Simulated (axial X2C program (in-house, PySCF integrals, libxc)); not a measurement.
## Spin–orbit effects down a group: molecules with Si, HF

All values come from calculations with an in-house all-electron X2C program for linear molecules (integrals from PySCF), spin-free (one-electron X2C) or two-component (2c: spin–orbit coupling with atomic mean-field Coulomb and Gaunt terms, which also bring small scalar terms), in Dyall basis sets with cores contracted in-house; open shells are unrestricted.

Basis sets: Br dyall-cv3z, Cl dyall-av3z, I dyall-cv3z, Si dyall-v3z.

```csv
molecule,spin-free state,Re (Å),ωe (cm⁻¹),De (eV),2c state,Re 2c (Å),ωe 2c (cm⁻¹),De 2c (eV)
SiCl,"M_S = 1/2, Λ = 1",2.087,524.6,2.91,Ω = 1/2,2.087,524.6,2.86
SiBr,"M_S = 1/2, Λ = 1",2.251,412.8,2.43,Ω = 1/2,2.251,413.4,2.29
SiI,"M_S = 1/2, Λ = 1",2.483,347.8,1.87,Ω = 1/2,2.483,348.1,1.62
```

Each entry is the lowest single determinant of a limited PBE0 search at one distance. De goes to single-determinant-based atoms at the same level (for ions the charge split of lowest energy) and is withheld (n/a) where an atom does not fit its ground term or J level. Main or longest-lived isotopes. Some light 2c atoms are not at their ground J level, so De misses part of their lowering (0.04 eV or less).
